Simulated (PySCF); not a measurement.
Computed with PySCF with PBE-D3(BJ)/def2-TZVP // PBE0-D4/def2-TZVP. Gas-phase values, no solvent. One relaxed conformer stands for a flexible species; it need not be the lowest. Excitations are Tamm–Dancoff values on a coarser integration grid. The basis has no diffuse functions, so Rydberg states are missing or too high.

Reference species (SMILES): `[Br][Al]([Br])[Br]` (neutral, multiplicity 1).

| Quantity | Result |
|---|---|
| S1 excitation (TDA) | 5.11 eV |
| HOMO–LUMO gap | 4.99 eV |

Changed species: `[Al]([OH])([Br])[Br]` (1 of 3 Br replaced by OH; the reference has 0 of 3 Br replaced by OH).

Problem. Predict the effect on the S1 excitation (TDA) and HOMO–LUMO gap.

Solution. the S1 excitation (TDA) rises by 0.18 eV, to 5.29 eV; the HOMO–LUMO gap rises by 0.18 eV, to 5.17 eV.
